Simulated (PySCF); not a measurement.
A GIAO shielding run with PySCF (density fitting, non-relativistic, gas phase) on SMILES C=CC[SiH2][SiH2][SiH2]O, C3H12OSi3:

```
$ OMP_NUM_THREADS=1 python probes_run.py task.json out

{"job": {"kind": "nmr", "xc": "PBE0", "basis": "pcSseg-1"}, "charge": 0, "multiplicity": 1}
C     -1.338346     1.187943    -1.536791
C     -1.948179     0.129357    -1.030649
C     -1.767258    -0.364233     0.356102
Si    -0.503963    -1.808350     0.385103
Si     1.519970    -1.032995    -0.443994
Si     2.235831     1.017256     0.328380
O      1.193850     1.263354     1.565890
H     -1.476350     1.495556    -2.559402
H     -0.682243     1.798022    -0.936808
H     -2.601007    -0.466954    -1.656290
H     -2.721416    -0.699427     0.762456
H     -1.391967     0.435787     0.994058
H     -0.455609    -2.286651     1.777106
H     -1.107262    -2.918126    -0.374008
H      2.561848    -2.043897    -0.173694
H      1.487743    -0.993628    -1.918314
H      2.135866     2.158585    -0.594551
H      3.605655     1.099972     0.858350
H      1.243033     2.037679     2.119771
```

Hardware: 1 thread of an Intel Xeon, shared host. The job also computes population analyses, field gradients.

**Question.** How large is the calculation?

**Answer.** 80 electrons, 200 basis functions and 1109 auxiliary functions.

**Question.** How long does it take, and how much memory does it need?

**Answer.** 100 s of wall time, with 14 SCF cycles and 5 response iterations; peak memory 0.85 GiB. Times on a shared host scatter by some tens of per cent.
